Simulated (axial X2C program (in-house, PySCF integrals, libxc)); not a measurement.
# Working with the constants of CaCu

A bond curve at the PBE0 level, two-component, was computed with an axial X2C code built on PySCF integrals (basis Cu dyall-cv3z [9s9p6d3f2g], Ca dyall-cv3z [11s12p6d4f] (cores contracted in-house)) for the state Ω = 1/2 (⟨Sz⟩ = 0.50, ⟨Lz⟩ = 0.00 at PBE0). Its fit gives Re = 2.6939 Å, ωe = 190.1 cm⁻¹, ωexe = 0.649 cm⁻¹ and αe = 4.403e-04 cm⁻¹; the masses are 62.9296 and 39.9626 u. Two-component means X2C with spin–orbit coupling and atomic mean-field Coulomb and Gaunt terms.

(1) Find the reduced mass, Be and the force constant.

(2) The dipole moment p changes by 2.08 D/Å at Re. What harmonic infrared intensity follows?

(3) Where do the fundamental and the first overtone lie?

(4) Estimate De from a Morse curve and compare with the computed well depth of 1.290 eV to Cu + Ca.

(5) Estimate the centrifugal constant by the Kratzer relation.

One determinant describes the state; a PBE0 search over occupations chose it and may have missed a lower one. De is counted from the lowest determinant-based energies of the atoms at the same level, without counterpoise correction. Density functionals use the spin component along the axis (collinear).

Answers

(1) From the PBE0 values: μ = 24.4414 u. Be = 16.8576/(μ Re²) = 0.09504 cm⁻¹. k = 5.8918×10⁻⁷ μ ωe² = 0.52 mdyn/Å.

(2) I = 42.256 × (dp/dR)²/μ = 7.5 km/mol.

(3) ν(1←0) = ωe − 2ωexe = 188.8 cm⁻¹; ν(2←0) = 2ωe − 6ωexe = 376.3 cm⁻¹.

(4) De(Morse) = ωe²/(4ωexe) = 1.726 eV against 1.290 eV computed, a ratio of 1.34. The extrapolation overshoots: the well softens faster than a Morse curve, or the lowest atomic limit lies below the one to which the curve heads.

(5) D = 4Be³/ωe² = 9.50e-08 cm⁻¹.
